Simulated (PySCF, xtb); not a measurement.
BH5O4Ti, SMILES B[O][Ti]([OH])([OH])[OH], multiplicity 1.

GFN2-xTB (xtb) at its own geometry gives an orbital gap of 3.48 eV and a dipole moment of 2.14 D.

Coordinates come from a r2SCAN-D4/def2-SVP optimisation. The multiplicity is an assumed one; other spin states were not compared. Other conformers were not sampled.

What does PBE/def2-TZVP run with PySCF give? (The exact figures need the calculation; the answer reports its results.)

gap 3.60 eV (levels -6.25 and -2.64 eV), dipole 3.22 D.
